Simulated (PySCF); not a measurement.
## Electron correlation in Ni (nickel, neutral)

[Ar] 3d8 4s2, high-spin 3F determinant. Calculation: PySCF 2.14, in Sapporo-DKH3-DZP-2012 (6s4p3d1f, 40 functions); scalar relativity by spin-free X2C-1e. Frozen: [Ar]; 10 electrons correlated.

MP2 pair energies summed by pair of shells (mhartree):

```
 pair   energy  share (%)
3d-3d  -208.96       78.9
3d-4s   -35.45       13.4
4s-4s   -20.50        7.7
```

Total MP2 correlation energy: -264.91 mhartree.

Same-spin part -95.68 and opposite-spin part -169.23 mhartree; SCS-MP2 scales them by 1/3 and 6/5 to -234.97 mhartree.
